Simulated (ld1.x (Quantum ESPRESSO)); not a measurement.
u(r) = r·R(r): atom against pseudo-atom (zinc (Zn))

Columns: radius, all-electron u(r) and pseudo u(r) of the 4s shell (level -35.28 eV) of zinc in the configuration [Ne] 3s2 3p6 3d9 4s0 4p0; PBEsol, scalar-relativistic, ultrasoft scheme, ld1.x (Quantum ESPRESSO) 7.5.

```csv
r (bohr),all-electron,pseudo
0.070,-0.0246,0.1826
0.140,-0.2361,0.3471
0.210,-0.1643,0.4778
0.280,0.0328,0.5641
0.350,0.2215,0.6011
0.420,0.3447,0.5902
0.490,0.3920,0.5377
0.560,0.3744,0.4528
0.630,0.3094,0.3463
0.700,0.2137,0.2277
0.770,0.1013,0.1046
0.840,-0.0177,-0.0177
0.910,-0.1360,-0.1363
0.980,-0.2487,-0.2487
1.050,-0.3527,-0.3527
1.120,-0.4461,-0.4461
1.190,-0.5280,-0.5280
1.260,-0.5981,-0.5981
1.330,-0.6567,-0.6567
1.400,-0.7043,-0.7043
1.470,-0.7414,-0.7414
1.540,-0.7689,-0.7689
1.610,-0.7878,-0.7878
1.680,-0.7988,-0.7988
1.750,-0.8030,-0.8030
1.820,-0.8012,-0.8012
```

(1) How many radial nodes do the two functions have?

(2) At about which radius was the pseudo-wave matched?

(3) Is the pseudo-wave norm-conserving?

## Answers

(1) The all-electron 4s function has n − l − 1 = 3 (the table is too coarse to show those close to the nucleus); the pseudo-wave has 1, since 1 lower shell of the same l stays in the valence.

(2) 1.00 bohr. The columns agree to 0.0005 from 0.84 bohr on; several derivatives are matched, so the curves merge somewhat inside the radius.

(3) No, it belongs to an ultrasoft set: the norm inside the radius is not constrained, and the difference is carried by the augmentation charge.
